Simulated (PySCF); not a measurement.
# Worked example: chemical shift, span and skew from a shielding tensor

C3H9FSi2, SMILES F[C@]1([SiH3])C[C@H]1[SiH3]. Atoms are numbered in the order given.

```xyz
15

F      0.8929    -1.8955     0.4913
C      0.5110    -0.5631     0.3832
Si     1.7627     0.3740    -0.6740
C     -0.1590    -0.0250     1.6080
C     -0.9897    -0.3677     0.3836
Si    -1.9208     0.9206    -0.6116
H      1.3509     1.8068    -0.7547
H      1.8079    -0.2166    -2.0425
H      3.1084     0.2704    -0.0401
H     -0.0156     1.0289     1.8732
H     -0.2022    -0.7138     2.4574
H     -1.5018    -1.3367     0.4592
H     -1.3512     2.2753    -0.3433
H     -3.3583     0.9143    -0.2053
H     -1.8349     0.6416    -2.0778
```
Charge 0, spin multiplicity 1.

Coordinates come from a r2SCAN-D4/def2-SVP optimisation. The structure was generated by enumeration; whether it is a known compound was not checked.

GIAO shieldings from PBE/pcSseg-1 (PySCF), non-relativistic, no solvent. The symmetric part of the tensor of Si3 has the principal values 370.6, 397.8, 450.0 ppm. The same nucleus in TMS has σ = 335.4 ppm at this level (PySCF, at its B3LYP-D3(BJ)/def2-TZVP geometry).

Question: Work out the isotropic shielding, the ²⁹Si shift against TMS, the span and the skew.

Answer: 
σ(iso) = (σ11 + σ22 + σ33)/3 = 406.1 ppm. δ = σ(ref) − σ(iso) = 335.4 − (406.1) = -70.7 ppm.
Span Ω = σ33 − σ11 = 79.4 ppm. Skew κ = 3(σ(iso) − σ22)/Ω = 0.31. Tumbling in solution averages the tensor to δ; in a static solid the shielding alone would spread this spin-1/2 line over Ω.
